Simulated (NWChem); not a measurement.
Molecule: SrBr2; SMILES [Sr]([Br])[Br]

Results from NWChem. Structure relaxed at the PBE-D3(BJ)/def2-SVP level. def2 effective core potentials on Sr; no spin-orbit coupling. Level MN15/def2-SVP: energy and gradient on several grids; changes count from the extra-fine grid, which is no exact limit either.

| grid | size of the energy change (μHa) | largest change of a gradient component (μHa/bohr) |
|---|---|---|
| xcoarse | 70 | < 30 |
| coarse | < 10 | < 30 |
| medium | < 10 | < 30 |
| fine | < 10 | < 30 |
| xfine | < 10 | < 30 |
